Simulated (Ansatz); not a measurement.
Isolated molecules relaxed with PBE0-D4/def2-TZVP in Ansatz; ΔE leaves out vibrations. CCSD(T)/CBS is the MP2 limit (def2-TZVPP, def2-QZVPP) plus CCSD(T) − MP2 in def2-TZVPP, frozen cores. Double bonds are as drawn, so ΔE can hold a change between cis and trans. DFT in def2-TZVPP. B3LYP here is the variant with VWN-RPA as its local correlation; programs differ in this. For Se outer-core shells are correlated without core-valence functions, which leaves a few kJ/mol of doubt a bond. Scalar relativity is left out up to krypton. One conformer a species, not always the lowest.

Reaction (redistribution): `C=C/N=C\[SeH]` + `B[NH][AlH][O]C` → `C[O][AlH][SeH]` + `BN/C=N/C=C`

```json
{"level": "PBE-D4", "ΔE (kcal/mol)": "-10.8", "difference from CCSD(T)/CBS": "0.7"}
{"level": "r2SCAN-D4", "ΔE (kcal/mol)": "-10.9", "difference from CCSD(T)/CBS": "0.6"}
{"level": "PBE0-D4", "ΔE (kcal/mol)": "-13.2", "difference from CCSD(T)/CBS": "-1.7"}
{"level": "B3LYP-D4", "ΔE (kcal/mol)": "-12.5", "difference from CCSD(T)/CBS": "-1.0"}
{"level": "ωB97X-V", "ΔE (kcal/mol)": "-13.7", "difference from CCSD(T)/CBS": "-2.2"}
{"level": "ωB97M-V", "ΔE (kcal/mol)": "-12.6", "difference from CCSD(T)/CBS": "-1.1"}
{"level": "B2PLYP", "ΔE (kcal/mol)": "-12.8", "difference from CCSD(T)/CBS": "-1.3"}
{"level": "PBE", "ΔE (kcal/mol)": "-11.7", "difference from CCSD(T)/CBS": "-0.2"}
{"level": "r2SCAN", "ΔE (kcal/mol)": "-11.1", "difference from CCSD(T)/CBS": "0.4"}
{"level": "PBE0", "ΔE (kcal/mol)": "-13.9", "difference from CCSD(T)/CBS": "-2.4"}
{"level": "B3LYP", "ΔE (kcal/mol)": "-14.0", "difference from CCSD(T)/CBS": "-2.5"}
{"level": "HF/def2-TZVPP", "ΔE (kcal/mol)": "-21.3", "difference from CCSD(T)/CBS": "-9.8"}
{"level": "MP2/def2-TZVPP", "ΔE (kcal/mol)": "-10.7", "difference from CCSD(T)/CBS": "0.8"}
{"level": "SCS-MP2/def2-TZVPP", "ΔE (kcal/mol)": "-11.3", "difference from CCSD(T)/CBS": "0.2"}
{"level": "CCSD/def2-TZVPP", "ΔE (kcal/mol)": "-12.8", "difference from CCSD(T)/CBS": "-1.3"}
{"level": "CCSD(T)/def2-TZVPP", "ΔE (kcal/mol)": "-11.3", "difference from CCSD(T)/CBS": "0.2"}
{"level": "HF/def2-QZVPP", "ΔE (kcal/mol)": "-20.9", "difference from CCSD(T)/CBS": "-9.4"}
{"level": "MP2/def2-QZVPP", "ΔE (kcal/mol)": "-10.7", "difference from CCSD(T)/CBS": "0.8"}
{"level": "SCS-MP2/def2-QZVPP", "ΔE (kcal/mol)": "-11.3", "difference from CCSD(T)/CBS": "0.2"}
{"level": "HF/CBS(def2)", "ΔE (kcal/mol)": "-20.9", "difference from CCSD(T)/CBS": "-9.4"}
{"level": "MP2/CBS(def2)", "ΔE (kcal/mol)": "-11.0", "difference from CCSD(T)/CBS": "0.5"}
{"level": "CCSD/CBS(def2)", "ΔE (kcal/mol)": "-13.0", "difference from CCSD(T)/CBS": "-1.5"}
{"level": "CCSD(T)/CBS", "ΔE (kcal/mol)": "-11.5", "difference from CCSD(T)/CBS": "0"}
```

Largest T1 diagnostic among the species: 0.015.

The D4 term adds +1.5 kcal/mol with B3LYP and +0.7 kcal/mol with PBE0; it sums over pairs of atoms, weighted by their polarisabilities, and B3LYP, whose exchange is more repulsive, gets the larger term. From PBE to PBE0 (25 % exact exchange), in def2-TZVPP and without D4, ΔE moves by −2.3 kcal/mol. In def2-TZVPP, CCSD(T) changes the Hartree–Fock value by +10.0 kcal/mol (the triples alone add +1.5 kcal/mol) and MP2 by +10.6 kcal/mol.
